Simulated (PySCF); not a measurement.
**Relaxation of singlet HBiS**

Computed with PBE0 in PySCF with Bi def2-TZVP with ECP60, S def2-TZVP, H def2-TZVP; scalar-relativistic core potentials, no spin–orbit coupling; density-fitted integrals. A (50,194) grid was used.

A hand-made linear start, of C∞v symmetry, held to at least that symmetry:

```xyz
3
charge 0 multiplicity 1, angstrom
Bi    0.0000    0.0000    0.3029
S     0.0000    0.0000   -2.0471
H     0.0000    0.0000    2.1329
```

Question: What does it relax to?

Answer: It ends at C∞v with Bi–H 2.119 Å, Bi–S 2.420 Å; H–Bi–S 180.0°. No frequency check is given, so it may be a saddle point.

Question: How much energy is released, and in how many steps?

Answer: 38.0 kJ/mol in 6 steps.

Spin–orbit coupling, left out here, can matter for elements this heavy.

The relaxation took about 19 core-seconds on a shared host.
